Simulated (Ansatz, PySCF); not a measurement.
C5H4F2O, SMILES C#C[C@@H]1COC1(F)F. Atoms are numbered in the order given.

```xyz
12

C      2.1772    -0.8089     1.7541
C      1.0786    -0.6234     1.2816
C     -0.2386    -0.4198     0.7143
C     -0.7724    -1.4277    -0.3374
O     -0.9698    -0.3555    -1.2907
C     -0.3998     0.5832    -0.4552
F     -1.2204     1.6226    -0.2231
F      0.7368     1.0928    -0.9575
H      3.1549    -0.9649     2.1700
H     -0.9816    -0.1954     1.4945
H     -1.7187    -1.9288    -0.0871
H     -0.0277    -2.1553    -0.6915
```

Geometry optimised at B3LYP-D3(BJ)/def2-SVP. The structure was generated by enumeration; whether it is a known compound was not checked.

Two levels are set side by side: PBE-D3(BJ)/def2-SVP (Ansatz, a quantum-chemistry and plane-wave program) and B3LYP-D3(BJ)/def2-SVP (Ansatz). Each level has its own optimised geometry; the coordinates shown are those of the second. Frequencies come from the Hessian of PySCF at each geometry. Differences are taken from unrounded values.

```
quantity                            B3LYP-D3(BJ)  PBE-D3(BJ)  PBE-D3(BJ) minus B3LYP-D3(BJ)
----------------------------------  ------------  ----------  -----------------------------
mean bond length (Å)                       1.304       1.311                          0.007
bond C1–C2 (Å)                             1.210       1.222                          0.012
bond C2–C3 (Å)                             1.448       1.447                         -0.001
bond C3–C4 (Å)                             1.551       1.553                          0.002
bond C3–C6 (Å)                             1.549       1.556                          0.007
bond C4–O5 (Å)                             1.448       1.455                          0.006
bond O5–C6 (Å)                             1.380       1.390                          0.010
bond C6–F7 (Å)                             1.344       1.354                          0.009
bond C6–F8 (Å)                             1.343       1.353                          0.010
bond C1–H9 (Å)                             1.074       1.081                          0.007
bond C3–H10 (Å)                            1.101       1.109                          0.009
bond C4–H11 (Å)                            1.100       1.108                          0.009
bond C4–H12 (Å)                            1.100       1.109                          0.009
highest harmonic wavenumber (cm⁻¹)          3470        3407                            -63
mean harmonic wavenumber (cm⁻¹)             1185        1147                            -37
zero-point energy (kcal/mol)               50.81       49.21                          -1.61
```

GGA bonds tend to be longer and softer than those of functionals with exact exchange. Differences between two approximate levels are no errors against the true value.
